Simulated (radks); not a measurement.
Problem. Species: the titanium ion Ti2+. Configuration: [Ar] 3d2. Calculated with a radial shooting solver on a logarithmic mesh with Libxc functionals: Dirac Kohn-Sham, exchange-only LDA, spin-unpolarised, spherical densities, finite nucleus; open shells are shared between the two j in proportion to 2j + 1; Fermi nuclear charge, rms radius 3.5921 fm. Some entries of the table are withheld. Estimate them.

orbital  occ.  eigenvalue (hartree)  <r> (bohr)  <r^2> (bohr^2)
1s1/2       2             -178.9315     0.06973        0.006538
2s1/2       2             -20.18886      0.3258          0.1256
2p1/2       2             -16.96735      0.2886          0.1029
2p3/2       4             -16.75587      0.2913          0.1047
3s1/2       2              -2.81696         (1)           1.177
3p1/2       2              -1.97081       1.081           1.378
3p3/2       4              -1.94639       1.089           1.399
3d3/2     0.8              -0.68081       1.449           2.693
3d5/2     1.2              -0.67894       1.453           2.706
4s1/2       0              -0.59021       2.947           9.828
4p1/2       0              -0.42934         (2)           13.83
4p3/2       0              -0.42683         (3)           13.98
4d3/2       0              -0.22708       5.342           32.81
4d5/2       0              -0.22686       5.347           32.88
4f5/2       0              -0.13506       7.890           70.27
4f7/2       0              -0.13506       7.890           70.27

Solution. 
(1) 3s1/2 <r> (bohr): 1.010
(2) 4p1/2 <r> (bohr): 3.487
(3) 4p3/2 <r> (bohr): 3.506
